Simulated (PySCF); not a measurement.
This PySCF input asks for the NMR shieldings of SMILES B1NBN(C2CC2)BN1, C₃H₁₀B₃N₃; the geometry comes from GFN2-xTB.

```python
import basis_set_exchange as bse
import numpy as np
from pyscf import gto, dft
from pyscf.prop import nmr

atoms = """
B     2.762175   -0.722634    0.075769
N     1.821095   -1.389199    0.896567
B     0.465822   -0.992727    1.006464
N     0.032343    0.127807    0.244083
C    -1.334314    0.564616    0.340023
C    -2.168175    0.717420   -0.896871
C    -2.455898   -0.393375    0.069217
B     0.939950    0.843261   -0.586135
N     2.281137    0.392587   -0.651214
H     3.880867   -1.074070    0.003501
H     2.128089   -2.184676    1.434947
H    -0.276768   -1.570063    1.710230
H    -1.496302    1.294073    1.130637
H    -2.856588    1.546509   -0.957904
H    -1.710388    0.456684   -1.838138
H    -2.190251   -1.396259   -0.226392
H    -3.344248   -0.336012    0.679770
H     0.588646    1.782942   -1.197419
H     2.923002    0.895439   -1.244595
"""
names = dict.fromkeys(["B", "N", "C", "H"], "pcSseg-1")
basis = {el: gto.basis.parse(bse.get_basis(n, elements=[el], fmt="nwchem")) for el, n in names.items()}
mol = gto.M(atom=atoms, basis=basis, charge=0, verbose=0)
mf = dft.RKS(mol, xc="PBE0")
mf.grids.level = 2
mf.grids.alignment = dft.numint.BLKSIZE   # the property module wants whole blocks of grid points
mf.conv_tol = 1e-9
mf.kernel()

calc = nmr.RKS(mf)   # GIAO
C = mf.mo_coeff
Co = C[:, mf.mo_occ > 0]
resp = mf.gen_response(singlet=True, hermi=2)
def vind(x):   # induced exchange potential for any number of trial vectors
    d = np.einsum("pi,xij,qj->xpq", C, 2 * x.reshape(-1, C.shape[1], Co.shape[1]), Co, optimize=True)
    return np.einsum("xpq,pi,qj->xij", resp(d - d.transpose(0, 2, 1)), C, Co, optimize=True).ravel()
mo1, _ = nmr.rhf.solve_mo1(calc, with_cphf=vind)
sigma = calc.kernel(mo1)
for i, s in enumerate(sigma):   # ppm
    w = np.linalg.eigvalsh((s + s.T) / 2)
    print("%2d %-2s iso %8.1f  s11 %8.1f  s22 %8.1f  s33 %8.1f" % (i, mol.atom_pure_symbol(i), w.mean(), *w))
```

Problem. What are the results?

Solution. 
```
 0 B  iso     74.3  s11     47.3  s22     58.7  s33    116.8
 1 N  iso    121.3  s11    -23.9  s22    152.1  s33    235.6
 2 B  iso     71.0  s11     44.3  s22     58.9  s33    109.9
 3 N  iso    101.2  s11    -29.5  s22     93.7  s33    239.3
 4 C  iso    150.9  s11    108.3  s22    134.6  s33    209.7
 5 C  iso    175.8  s11    141.7  s22    175.3  s33    210.3
 6 C  iso    175.8  s11    141.7  s22    175.3  s33    210.3
 7 B  iso     71.0  s11     44.3  s22     58.9  s33    109.9
 8 N  iso    121.2  s11    -24.0  s22    152.1  s33    235.6
 9 H  iso     27.0  s11     24.2  s22     27.4  s33     29.5
10 H  iso     25.8  s11     21.3  s22     25.7  s33     30.3
11 H  iso     26.7  s11     23.4  s22     26.6  s33     30.1
12 H  iso     28.6  s11     22.0  s22     27.1  s33     36.7
13 H  iso     30.9  s11     25.4  s22     26.6  s33     40.8
14 H  iso     31.2  s11     26.3  s22     28.9  s33     38.5
15 H  iso     31.2  s11     26.3  s22     28.9  s33     38.5
16 H  iso     30.9  s11     25.4  s22     26.6  s33     40.8
17 H  iso     26.7  s11     23.4  s22     26.6  s33     30.1
18 H  iso     25.8  s11     21.3  s22     25.7  s33     30.3
```

These numbers come from an equivalent density-fitted implementation of the same equations, which agrees with the script to about 0.01 ppm for H and up to a few tenths of a ppm for heavy atoms, so last digits may differ.

Size and cost of the density-fitted run: 203 basis functions, 34 s wall time on 1 thread of an Intel Xeon 6975P-C, shared host; peak memory 0.9 GiB.
